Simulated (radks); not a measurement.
The numbers below are computed, except where a source is named.
Ionisation of Cs3+, [Kr] 4d10 5s2 5p4, to Cs4+, [Kr] 4d10 5s2 5p3, under several functionals. Scalar-relativistic Kohn-Sham, spin-unpolarised, spherical densities, finite nucleus; a radial shooting solver on a logarithmic mesh with Libxc functionals.

functional                                        E(Cs3+) (hartree)  Exc (hartree)  IE (eV)  -e(HOMO) (eV)  <r> HOMO (bohr)  IE error (eV)
LDA (Slater exchange, Perdew-Zunger correlation)         -7778.2565      -184.9127   45.434         39.783            1.913         +2.434
PBEsol                                                   -7781.2458      -187.9196   45.225         39.596            1.913         +2.225
revPBE                                                   -7784.6322      -191.3341   45.120         39.508            1.916         +2.120
HCTH/407                                                 -7789.1292      -196.0434   45.504         39.869            1.907         +2.504
OLYP                                                     -7787.3217      -194.1451   45.153         39.544            1.912         +2.153
LDA (Slater exchange, Perdew-Wang correlation)           -7778.2557      -184.9118   45.433         39.782            1.912         +2.433
PW91                                                     -7785.4073      -192.1137   45.258         39.630            1.915         +2.258
exchange-only r2SCAN                                     -7782.4931      -188.7462   44.358         38.827            1.925         +1.358
XLYP                                                     -7785.7017      -192.3976   45.031         39.393            1.921         +2.031

NIST Atomic Spectra Database: 43 eV (theoretical). Closest: exchange-only r2SCAN. The Delta-SCF values span 1.15 eV, the total energies 10.87 hartree. The highest occupied level is 5p. Spin polarisation and multiplet splitting are left out, so open shells lie too high by an amount that depends on their filling. Spin-orbit splitting is averaged out at the scalar-relativistic level.

Beside tabulated values, note that spin-unpolarised runs miss the spin-polarisation part of the exchange energy of open shells.
